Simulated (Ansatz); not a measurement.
Reaction (substitution at a C–B bond): `BC1(C)C=N1` + H–F → `CC1(F)C=N1` + BH₃

Isolated molecules relaxed with PBE0-D4/def2-TZVP in Ansatz; ΔE leaves out vibrations. CBS: MP2 limit from def2 TZ/QZ plus the TZ coupled-cluster correction, frozen cores. This one scheme is used for every species. DFT in def2-TZVPP. HSE06 is defined as in plane-wave codes.

```csv
level,ΔE (kJ/mol)
PBE-D4,71.3
r2SCAN-D4,63.5
HSE06-D4,66.6
CAM-B3LYP-D4,53.7
B2PLYP,64.0
CCSD/def2-TZVPP,64.0
MP2/def2-QZVPP,83.8
SCS-MP2/def2-QZVPP,72.9
```

Q: What does CCSD(T)/CBS give? (Estimate.)

A: Ansatz gave: +74.4 kJ/mol. The listed levels differ from it by -3.1, -10.9, -7.8, -20.7, -10.4, -10.4, 9.4, -1.5 kJ/mol.

Largest T1 diagnostic among the species: 0.012.

The D4 term adds +6.4 kJ/mol with B3LYP and +3.5 kJ/mol with PBE0; it sums over pairs of atoms, weighted by their polarisabilities, and B3LYP, whose exchange is more repulsive, gets the larger term. In def2-TZVPP, CCSD(T) changes the Hartree–Fock value by +38.3 kJ/mol (the triples alone add +5.6 kJ/mol) and MP2 by +49.6 kJ/mol. At CCSD(T), def2-SVP lies −21.6 kJ/mol from the extrapolated value and def2-TZVPP −4.7 kJ/mol.

B3LYP here is the variant with VWN-RPA as its local correlation; programs differ in this.
